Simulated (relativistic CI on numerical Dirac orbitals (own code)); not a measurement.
## Slater and spin-orbit integrals, Cd XXVIII

Computed by Dirac-Coulomb-Breit CI, separate exchange-only KLI orbitals for each configuration, QED by a radiative potential, unscaled Slater integrals (own radial code, finite nucleus).

Slater integrals F^k, G^k are unscaled and averaged over j, outside the closed core [Ne]; ζ comes from projecting the Hamiltonian with its Breit term on Σ l·s of the shell.

- 3s2 3p6 3d3: F^2(3d,3d) = 346320, F^4(3d,3d) = 223210, ζ(3d) = 27993 cm⁻¹; <r>(3d) = 0.2936, <r^2>(3d) = 0.1003 (bohr units).
- 3s2 3p5 3d4: ζ(3p) = 220020, F^2(3d,3d) = 345480, F^4(3d,3d) = 222650, F^2(3p,3d) = 304410, G^1(3p,3d) = 331540, G^3(3p,3d) = 219400, ζ(3d) = 27593 cm⁻¹; <r>(3p) = 0.3268, <r^2>(3p) = 0.1233, <r>(3d) = 0.2942, <r^2>(3d) = 0.1007 (bohr units).
- 3s 3p6 3d4: F^2(3d,3d) = 345150, F^4(3d,3d) = 222430, G^2(3s,3d) = 249750, ζ(3d) = 27812 cm⁻¹; <r>(3s) = 0.3339, <r^2>(3s) = 0.127, <r>(3d) = 0.2945, <r^2>(3d) = 0.1009 (bohr units).

Give the Racah parameters of the d shell in 3s2 3p6 3d3.

B = F²/49 − 5F⁴/441 = 4537 cm⁻¹ and C = 35F⁴/441 = 17715 cm⁻¹.

Averages of the first 10 configurations, taken without configuration mixing, which lowers the lowest level and can move excited configurations by several eV; other configurations of the list can lie among them:

| Configuration | Parity | States | Average energy above the lowest level (eV) |
| --- | --- | --- | --- |
| 3s2 3p6 3d3 | even | 120 | 21.6 |
| 3s2 3p5 3d4 | odd | 1260 | 207.8 |
| 3s 3p6 3d4 | even | 420 | 351.3 |
| 3s2 3p6 3d2 4s | even | 90 | 613.1 |
| 3s2 3p6 3d2 4p | odd | 270 | 664.5 |
| 3s2 3p6 3d2 4d | even | 450 | 735.6 |
| 3s2 3p6 3d2 4f | odd | 630 | 798.2 |
| 3s2 3p5 3d3 4s | odd | 1440 | 793.6 |
| 3s2 3p5 3d3 4p | even | 4320 | 845.2 |
| 3s 3p6 3d3 4s | even | 480 | 938.2 |
